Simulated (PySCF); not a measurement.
SMILES c1cc(sc1[Si](C)(C)C)C=O (C8H12OSSi) at its GFN2-xTB optimised geometry (Å):

```
23

C     -3.2502    -1.5775     1.4963
Si    -2.0950    -1.7751    -0.0053
C     -3.0820    -1.7082    -1.6338
C     -1.0732    -3.3772     0.1144
C     -0.8996    -0.3061     0.0000
C      0.4737    -0.3061     0.0000
C      1.0372     0.9723     0.0000
C      0.0885     1.9723    -0.0001
C      0.3050     3.3951     0.0013
O     -0.5536     4.2451     0.0042
S     -1.5125     1.3021    -0.0001
H     -2.6959    -1.5883     2.4302
H     -3.9822    -2.3779     1.5395
H     -3.7913    -0.6372     1.4471
H     -3.6072    -0.7626    -1.7309
H     -2.4328    -1.8135    -2.4982
H     -3.8208    -2.5023    -1.6791
H     -1.7245    -4.2451     0.1240
H     -0.4779    -3.4055     1.0217
H     -0.3987    -3.4854    -0.7292
H      1.0512    -1.2130     0.0007
H      2.0950     1.1695     0.0003
H      1.3819     3.6652     0.0011
```

Level of theory: PBE0/def2-SVP (PySCF 2.14.0). Cells within 0.4 Å of a nucleus heavier than hydrogen are left out (blank, or x).

Map of the deformation density (molecule minus spherical neutral atoms) (e/bohr³) on the plane z = 0.0 Å:

```
|1111111111111111111111111|
|1111111111111111111111111|
|1111111111122111111111111|
|1111111111242111111111111|
|11111111125x4111111111111|
|1111111122459372111111111|
|111111111111xx52111111111|
|1111111111117401111111111|
|111111111012x201111111111|
|111111123x25x922111111111|
|111111111x0005x9511111111|
|1111111102500562111111111|
|1111111112x55x31111111111|
|1111111114x56x41111111111|
|1111111014411581111111111|
|11111111x1111111111111111|
|11111110x2211111111111111|
|1111111025411111111111111|
|1111111113x31111111111111|
|1111111126421111111111111|
|1111111115211111111111111|
|1111111111111111111111111|
|1111111111111111111111111|
|1111111111111111111111111|
|1111111111111111111111111|
```
Scale: ten equal steps from -0.027 (start of '0') to 0.108 (end of '9'), in the order '0123456789'; x runs from -6.50 to 6.50, y from -6.50 (bottom) to 6.50 (top).
